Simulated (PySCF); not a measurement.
C₂H₉NOSi₂, SMILES [SiH3]/N=C\CO[SiH3].

Coordinates come from a r2SCAN-D4/def2-SVP optimisation. The structure was generated by enumeration; whether it is a known compound was not checked. One conformer was computed; it need not be the lowest.

Level of theory: PySCF with TDA-LC-ωPBE/def2-SVPD.

Vertical excitations. The molecule is in vacuum.

List the lowest excited states. (Estimate from the structure and the level; the computed values follow.)


```csv
state,energy (eV),λ (nm),f,main pairs
S1,4.08,304,0.001,HOMO→LUMO 90 %
S2,6.99,177,0.026,"HOMO→LUMO+1 47 %, HOMO→LUMO+4 20 %, HOMO→LUMO+3 20 %"
S3,7.34,169,0.017,"HOMO→LUMO+2 21 %, HOMO−2→LUMO 21 %, HOMO−2→LUMO+2 10 %, HOMO→LUMO+1 9 %"
S4,7.63,162,0.220,HOMO−1→LUMO 68 %
S5,7.83,158,0.129,"HOMO−2→LUMO 27 %, HOMO→LUMO+5 24 %, HOMO−1→LUMO 14 %, HOMO→LUMO+10 8 %"
S6,7.90,157,0.040,"HOMO→LUMO+4 36 %, HOMO→LUMO+1 16 %, HOMO→LUMO+5 15 %, HOMO→LUMO+7 6 %"
T1,3.44,360,0,HOMO→LUMO 88 %
T2,4.76,260,0,"HOMO−1→LUMO 51 %, HOMO−7→LUMO 19 %, HOMO−2→LUMO 9 %"
```
Triplets are in the Tamm–Dancoff approximation.
